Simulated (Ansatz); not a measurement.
`[BH]1C=[CH][GeH2]1` and `F[B]1C=[CH][GeH2]1` differ in one atom or group.

Ansatz, PBE0-D4/def2-TZVP geometries, multiplicity 1. 

Scalar relativity is left out up to krypton.

| property | `[BH]1C=[CH][GeH2]1` |
| --- | --- |
| size of the dipole moment (ωB97M-V/def2-TZVPP) / D | 0.90 |
| HOMO–LUMO gap (PBE0/def2-TZVPP) / eV | 5.73 |
| LUMO energy (B3LYP/def2-TZVPP) / eV | -1.95 |
| HOMO–LUMO gap (ωB97M-V/def2-TZVPP) / eV | 9.89 |
| HOMO–LUMO gap (B3LYP/def2-TZVPP) / eV | 5.35 |
| HOMO energy (ωB97M-V/def2-TZVPP) / eV | -9.61 |

Problem. Give the same properties after the change, and the shifts. (Best estimate.)

Solution. Computed: 
```tsv
property	`F[B]1C=[CH][GeH2]1`	shift
size of the dipole moment (ωB97M-V/def2-TZVPP) / D	1.27	0.37
HOMO–LUMO gap (PBE0/def2-TZVPP) / eV	5.89	0.16
LUMO energy (B3LYP/def2-TZVPP) / eV	-1.90	0.05
HOMO–LUMO gap (ωB97M-V/def2-TZVPP) / eV	10.14	0.25
HOMO–LUMO gap (B3LYP/def2-TZVPP) / eV	5.50	0.15
HOMO energy (ωB97M-V/def2-TZVPP) / eV	-9.71	-0.10
```

With PBE0 the HOMO falls by 0.10 eV and the LUMO rises by 0.05 eV, so the gap widens by about 0.15 eV. PBE moves the HOMO by -0.01 eV and ωB97M-V by -0.10 eV. Dipoles are sizes alone; their direction can turn.

B3LYP here is the variant with VWN-RPA as its local correlation; programs differ in this.
